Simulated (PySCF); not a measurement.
## Calculated data, ClH₃OSi₂, B₂H₅NSi

Computed with PySCF 2.14.0. Calculation on a computer-drawn molecule: optimised geometry and harmonic frequencies of an isolated molecule of the commonest isotopes, restricted reference for singlets and unrestricted otherwise, frozen core in MP2.

Common to all runs: charge 0; multiplicity 1; method HF; basis cc-pV(D+d)Z.

(1) ClH₃OSi₂

Start structure:
```xyz
7
ClH3OSi2
O     -0.7436     0.8782     2.3587
Si    -0.8156     1.9421     1.2391
Si    -2.7063     2.3852     0.0257
Cl    -2.3732     3.7952    -1.3541
H      0.3820     2.6648     0.8214
H     -3.7930     2.8677     0.9127
H     -3.1939     1.2181    -0.7172
```

```
rotational constants                          : 11.05, 1.411, 1.27 GHz
total energy                                  : -1114.0228 hartree
convergence status largest gradient component : 9.179e-06 hartree/bohr
```

Drawn bonds:
```csv
atom,other atom,order
1,2,2
2,3,1
3,4,1
2,5,1
3,6,1
3,7,1
```

Optimised structure:
```xyz
7
ClH3OSi2
O     -0.7694     0.8965     2.3444
Si    -0.7804     1.9106     1.2383
Si    -2.7561     2.3694     0.0247
Cl    -2.3222     3.8502    -1.3655
H      0.4018     2.6924     0.8151
H     -3.8099     2.8646     0.9254
H     -3.2074     1.1675    -0.6961
```

Modes:
```csv
frequency (cm⁻¹),reduced mass (dalton)
28.76,4.74
109.2,9.087
225.2,14.52
420.9,1.132
470,8.83
556.8,13.93
613.2,1.399
736,1.046
838.7,1.11
929.7,1.129
1015,1.054
1314,16.21
2326,1.045
2354,1.029
2363,1.054
```

(2) B₂H₅NSi

Start structure:
```xyz
9
B2H5NSi
B     -5.3930    -2.9366    -0.6462
N     -4.4087    -2.2558    -0.2719
B     -3.3007    -1.4963     0.1060
Si    -1.6624    -1.3079    -0.9077
H     -6.2823    -3.6237    -1.0539
H     -3.4350    -0.9958     1.2176
H     -0.5014    -1.9062    -0.2770
H     -1.6652    -2.1204    -2.2074
H     -1.3171     0.0056    -1.2923
```

```
rotational constants                          : 22.88, 2.55, 2.357 GHz
total energy                                  : -395.6915 hartree
convergence status largest gradient component : 2.134e-05 hartree/bohr
```

Drawn bonds:
```csv
atom,other atom,order
1,2,2
2,3,1
3,4,1
1,5,1
3,6,1
4,7,1
4,8,1
4,9,1
```

Optimised structure:
```xyz
9
B2H5NSi
B     -5.3963    -2.9600    -0.6753
N     -4.4326    -2.2845    -0.2745
B     -3.3279    -1.5267     0.1531
Si    -1.6177    -1.3689    -0.9676
H     -6.3056    -3.5955    -1.0497
H     -3.3956    -0.9558     1.2121
H     -0.4523    -1.8827    -0.1983
H     -1.6945    -2.1213    -2.2463
H     -1.3433     0.0582    -1.2864
```

Modes:
```csv
frequency (cm⁻¹),reduced mass (dalton)
43.8,1.151
134.5,3.276
207.9,3.116
334.5,3.595
486.3,1.074
522.4,1.979
726.7,2.034
791.1,1.343
841.3,1.355
854,1.671
989.8,1.117
1021,1.053
1030,1.035
1056,1.798
1238,2.28
2013,5.488
2273,1.049
2279,1.043
2291,1.028
2658,1.091
2996,1.193
```
